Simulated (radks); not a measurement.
The numbers below are computed, except where a source is named.
Problem. The mean radii <r> (bohr) of the occupied orbitals of an atom or ion are listed with their occupations. Code: a radial shooting solver on a logarithmic mesh with Libxc functionals. Model: scalar-relativistic Kohn-Sham, LDA (Slater exchange, Perdew-Wang correlation), spin-polarised, spherical densities, finite nucleus; Fermi nuclear charge, rms radius of each element as measured or else 0.836 A^(1/3) + 0.57 fm.

orbital  occ.      <r>
1s up       1  0.06101
1s down     1  0.06101
2s up       1   0.2804
2s down     1   0.2799
2p up       3   0.2477
2p down     3   0.2471
3s up       1   0.8530
3s down     1   0.8561
3p up       3   0.9045
3p down     3   0.9099
3d up       5    1.169
4s up       1    2.725

Name the element and its charge. Open shells, if any, are filled with parallel spins first.

Solution. Z = 25, manganese, charge +1: Mn+ in [Ar] 3d5 4s1. The 1s radius gives Z: for a bare nucleus <r> = (2 gamma + 1)/(2Z) with gamma = sqrt(1 - (Z/c)^2), 0.05933 bohr for Z = 25, and screening makes it slightly larger (0.06101 here). The occupations add up to 24, and the charge is Z minus that.
